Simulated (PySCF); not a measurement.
Ge(H)(NH2) (GeH₃N), SMILES [NH2][GeH] (connectivity only; charge and spin as stated), neutral, multiplicity 1.

Geometry optimised at B3LYP-D3(BJ)/def2-TZVP.

All values below come from PySCF with r2SCAN/def2-TZVPD.

Isolated molecule, no solvent.

**Question.** Estimate the frontier levels, gap, dipole moment and polarisability. (An estimate is asked for; the answer gives what the named calculation found.)

**Answer.** 
```yaml
highest_occupied_level: -5.80 eV
lowest_empty_level: -2.42 eV
orbital_gap: 3.39 eV
dipole_moment: 1.57 D
quadrupole, principal values (traceless, Buckingham form, about the centre of nuclear charge): -2.70, -0.87, 3.57 D·Å
mean_static_polarisability: 46.4 bohr³ (6.88 Å³)
polarisability_principal_values: 37.6, 48.2, 53.4 bohr³
```
